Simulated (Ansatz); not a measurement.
Ansatz (a first-principles code) input (RI-MP2/def2-TZVPP):
A basis named .json is the Basis Set Exchange file of that set.

Ansatz 0.2 input:
```yaml
crystal:
  periodic: [false, false, false]
  atoms:
    - {symbol: I, position_ang: [-0.00000000, -0.00000000, -1.66521061]}
    - {symbol: I, position_ang: [0.00000000, 0.00000000, 1.66521061]}
basis:
  gaussian:
    orbitals: def2-TZVPP
    fitting: {mean_field: def2-universal-jkfit, correlation: def2-TZVPP-RIFIT.json}
total_charge: -1
magnetization: {spin_polarized: true, initial_magnetization: 1}
correlation: {method: mp2, electrons: outside_noble_gas}
```

Output:

```
Functional definition: HF
integrals: 0.04 GiB planned
436 factors; integrals over basis functions are off by at most 5.5e-1 eV
368 factors; integrals over basis functions are off by at most 5.5e-1 eV
mean field: 0.26 GiB planned
mean field evaluation 1: about -16147.5074 eV, gradient 8.2e0 eV
mean field evaluation 2: about -16147.7755 eV, gradient 5.4e0 eV
mean field evaluation 4: about -16147.8674 eV, gradient 4.6e-1 eV
mean field evaluation 8: about -16146.6805 eV, gradient 6.1e0 eV
mean field evaluation 16: about -16146.9191 eV, gradient 5.2e0 eV
mean field -16147.86971523 eV, -593.4232666154 hartree, gradient 2.0e-6 eV, S^2 0.770857; 4 other end points of the search recorded, 0 dependent functions left out
18 core orbitals not correlated
reference -16147.86971523 eV, -593.4232666154 hartree; 8, 7 occupied and 74, 75 virtual orbitals, 368 factors
second order -7.49779379 eV of doubles, -0.00000000 eV of singles
Total energy: -16155.36750902 eV, -593.6988054550 hartree
```
